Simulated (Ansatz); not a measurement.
C₄H₃F₇O, SMILES `FC(F)COC(F)(F)C(F)(F)F`. Total charge 0; spin multiplicity 1.

```tsv
atom	x (Å)	y (Å)	z (Å)
F1	1.124	3.157	-0.983
C2	1.281	1.824	-0.807
F3	1.599	1.280	-2.001
C4	-0.025	1.263	-0.305
O5	0.219	-0.101	0.020
C6	-0.843	-0.811	0.422
F7	-1.806	-0.868	-0.518
F8	-1.419	-0.287	1.525
C9	-0.380	-2.252	0.746
F10	0.532	-2.234	1.709
F11	-1.417	-2.973	1.151
F12	0.142	-2.819	-0.332
H13	2.114	1.651	-0.118
H14	-0.339	1.819	0.581
H15	-0.779	1.350	-1.091
```

(1) Give the diagnostics of a CCSD(T)/def2-TZVPP run (frozen core, the Gaussian-basis code of Ansatz). (An estimate is asked.)

## Answers

(1) The calculation gave: T1 = 0.0121, largest single amplitude 0.020, largest double 0.014, (T) share of the correlation energy 3.3 %, 9 CCSD cycles. The RHF solution is stable towards an unrestricted one. T1 lies under the customary mark of 0.02 for closed shells.
